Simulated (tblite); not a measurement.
All values are computed: GFN2-xTB (tblite) harmonic vibrations without scaling, gas phase. Errors from tens to a few hundred cm⁻¹ against measured bands are possible. Modes of hydrogen on silicon can be 10 to 20 % off. One conformer each. Open shells enter through the occupations alone, without spin polarisation, and single modes of such species can be off by tens of per cent. Thermal functions are those of the rigid rotor and harmonic oscillator, without mixing of conformers.

Question: Order these by their zero-point energy, highest first (kJ/mol).
A. `C[C@@H]([O])c1ccccn1` [radical]
B. `C(N[C@H]([CH2])C)CC` [radical]
C. `[CH2][SiH]1C=CC=C1` [radical]
D. `NCc1cccc([O])c1` [radical]

Answer: B (491.2), D (347.9), A (342.2), C (247.5).

```tsv
SMILES	atoms	mass (u)	symmetry number	modes under 300 cm⁻¹	ZPE (kJ/mol)	S translation (J/(mol K))	S rotation	S vibration	S spin	S	Cp
[CH2][C@H](C)NCCC	21	100.11	1	8	491.2	158.0	113.0	78.2	5.8	355.0	118.0
NCc1cccc([O])c1	17	122.06	1	5	347.9	160.5	116.1	56.6	5.8	339.0	100.9
C[C@@H]([O])c1ccccn1	17	122.06	1	5	342.2	160.5	114.9	55.1	5.8	336.3	99.7
[CH2][SiH]1C=CC=C1	13	95.03	1	3	247.5	157.4	107.2	38.6	5.8	308.9	87.6
```

Entropies and Cp are for 200 K and 1 bar.
